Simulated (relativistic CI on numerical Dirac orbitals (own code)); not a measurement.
# Hyperfine structure of Sm LIII, mass number 149

Method of calculation: Dirac-Coulomb-Breit CI, orbitals from a KLI potential per configuration, model QED, unscaled Slater integrals (own radial code, finite nucleus).

CI space (outside the closed core 1s2): 2s2 2p6, 2s2 2p5 3s, 2s2 2p5 3p, 2s2 2p5 3d, 2s 2p6 3s, 2s 2p6 3p, 2s 2p6 3d, 2s2 2p5 4s, 2s2 2p5 4p, 2s2 2p5 4d, 2s2 2p5 4f, 2s 2p6 4s, 2s2 2p4 3s2, 2s 2p6 4p, 2s 2p6 4d, 2s2 2p4 3s 3p. Levels of other configurations are missing.

Nuclear spin I = 7/2, μ = -0.6677 μN, Q = 0.075 b (tables of Stone and Pyykkö). The electronic factors are computed for point nuclear moments, without core polarisation or the Bohr-Weisskopf and QED corrections.

```json
{"Level": "2s2 2p5 3s 3P°_2", "E (eV)": "5697.16", "A (GHz)": "-201.5", "B (GHz)": "-65.9"}
{"Level": "2s2 2p5 3s 1P°_1", "E (eV)": "5703.87", "A (GHz)": "28.21", "B (GHz)": "-32.1"}
{"Level": "2s2 2p5 3p 3D_2", "E (eV)": "5812.96", "A (GHz)": "-108.6", "B (GHz)": "-65.9"}
{"Level": "2s2 2p5 3p 3D_3", "E (eV)": "5976.65", "A (GHz)": "-55.27", "B (GHz)": "-47.5"}
{"Level": "2s2 2p5 3p 1P_1", "E (eV)": "5976.78", "A (GHz)": "-56.36", "B (GHz)": "18"}
{"Level": "2s2 2p5 3p 3P_2", "E (eV)": "5986.77", "A (GHz)": "-55.18", "B (GHz)": "-0.193"}
{"Level": "2s2 2p5 3d 3P°_1", "E (eV)": "6111.27", "A (GHz)": "-43.42", "B (GHz)": "22.7"}
{"Level": "2s2 2p5 3d 3F°_3", "E (eV)": "6114.11", "A (GHz)": "-49.73", "B (GHz)": "-62.8"}
```

Levels with J = 0, under 50 % of one LS term, or S terms without an open s electron are left out. Small factors come from cancelling terms and can be off by tens of per cent or more.

At this charge energies of transitions that change n are usually good to better than 1 %, and those within a shell (Δn = 0) to a few per cent.

Q: Give the hyperfine levels of 2s2 2p5 3s 3P°_2 relative to its centre of gravity.

A: With K = F(F + 1) − I(I + 1) − J(J + 1), E = AK/2 + B[¾K(K + 1) − I(I + 1)J(J + 1)]/[2I(2I − 1)J(2J − 1)]: F = 3/2: 1778, F = 5/2: 1304, F = 7/2: 623.2, F = 9/2: -279.8, F = 11/2: -1427 GHz.

LS names give the leading component of a level, which can be under half, so a name can repeat, a term be missing and a line seem to break the LS rules.
